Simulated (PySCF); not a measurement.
PySCF job for CH₂NS, SMILES N[C]=S, multiplicity 2, C-PCM-B3LYP/def2-SVP. The structure is a stationary point at r2SCAN-D4/def2-TZVP. The isomer is the one that the SMILES or the coordinates give; other isomers of the formula were not compared. One conformer was computed; it need not be the lowest.

```python
import numpy as np
from pyscf import gto, scf, dft
from pyscf.solvent import pcm

mol = gto.M(
    atom='''
    N    -0.12086606   -1.59620799    0.00000000
    C     0.42890687   -0.40373653    0.00000000
    S    -0.06570219    1.10937191    0.00000000
    H    -1.12874348   -1.72944413    0.00000000
    H     0.45259975   -2.42463134    0.00000000
    ''',
    basis='def2-SVP',
    charge=0,
    spin=1,
    max_memory=1600,
    verbose=3,
)
mf = dft.UKS(mol, xc='b3lyp').density_fit(auxbasis='def2-universal-jkfit')
mf.grids.level = 3
mf.conv_tol = 1e-9
mf.max_cycle = 100
mf.kernel()
fine, coarse = mf.grids, dft.Grids(mol).set(level=1).build(with_non0tab=True)
for _ in range(3):  # follow internal instabilities
    mf.grids = coarse
    mo, _, stable, _ = mf.stability(return_status=True, nroots=4)
    mf.grids = fine
    if stable:
        break
    mf.kernel(mf.make_rdm1(mo, mf.mo_occ))
res = {}
for name, eps in {'water': 78.355, 'chlorobenzene': 5.6968, '2-propanol': 19.264}.items():
    s = mf.PCM()
    s.with_solvent.method, s.with_solvent.eps, s.with_solvent.lebedev_order = 'C-PCM', eps, 29
    s.kernel(mf.make_rdm1())
    res[name] = (s.e_tot, eps, s.dip_moment(), s.mo_energy, s.converged)
    print(f'{name}: electrostatic solvation free energy {(s.e_tot - mf.e_tot) * 627.509474:.3f} kcal/mol')
```

Log of the run:

```

WARN: HOMO -0.170627711254869 >= LUMO -0.17062771125487

converged SCF energy = -492.019727585175  <S^2> = 0.75379848  2S+1 = 2.0037949
<class 'pyscf.df.df_jk.DFUKS'> wavefunction is stable in the internal stability analysis

WARN: PCM is an experimental feature. It is still in testing.
Features and APIs may be changed in the future.

converged SCF energy = -492.030826915078  <S^2> = 0.75395461  2S+1 = 2.0039507
Dipole moment(X, Y, Z, Debye): -1.38094, -4.81386, -0.00000
water: electrostatic solvation free energy -6.965 kcal/mol

WARN: PCM is an experimental feature. It is still in testing.
Features and APIs may be changed in the future.

converged SCF energy = -492.028601549801  <S^2> = 0.75391334  2S+1 = 2.0039095
Dipole moment(X, Y, Z, Debye): -1.33448, -4.53522, -0.00000
chlorobenzene: electrostatic solvation free energy -5.568 kcal/mol

WARN: PCM is an experimental feature. It is still in testing.
Features and APIs may be changed in the future.

converged SCF energy = -492.030273015645  <S^2> = 0.75394381  2S+1 = 2.0039399
Dipole moment(X, Y, Z, Debye): -1.36968, -4.74375,  0.00000
2-propanol: electrostatic solvation free energy -6.617 kcal/mol
```

Self-consistency was reached.
